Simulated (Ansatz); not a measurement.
Ta₂P₂. Charge 0, multiplicity 1. Geometry relaxed at PBE0-D4/def2-SVP.

Cartesian coordinates in Å:
```
Ta -0.150 1.000 -1.028
Ta -0.299 0.656 1.249
P 1.385 -0.530 0.010
P -0.936 -1.127 -0.231
```

In the def2 sets Ta takes a core potential; there is no spin–orbit coupling. The structure comes from a short search, and lower isomers may exist.

Q: Estimate the harmonic wavenumbers at RKS PBE0-D4/def2-SVP (Ansatz, unscaled). Is this a minimum?

A: 180, 245, 257, 272, 418, 471 cm⁻¹. Yes, no mode is imaginary beyond noise. Zero-point energy 11.0 kJ/mol. It took 20 s on 4 threads of Arm Neoverse V1 on a shared host.
